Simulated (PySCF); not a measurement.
# Electron correlation in In (indium, neutral)

[Kr] 4d10 5s1 5p2, high-spin 4P determinant (an excited configuration). All numbers are calculated (PySCF 2.14, scalar relativity through the core potential, in aug-cc-pVTZ-PP with ECP28MDF (6s5p4d2f, 55 functions)). Frozen: 4s2 4p6 4d10; 3 electrons correlated.

```
  level  correlation energy (mhartree)
   CCSD                         -10.78
    (T)                          -0.09
CCSD(T)                         -10.87
```

Diagnostics: T1 = 0.0043, D1 = 0.0073, largest double amplitude 0.046.

Is a single reference adequate?

Yes, within this model without spin-orbit coupling: T1 lies below 0.03 and no double amplitude reaches 0.07.
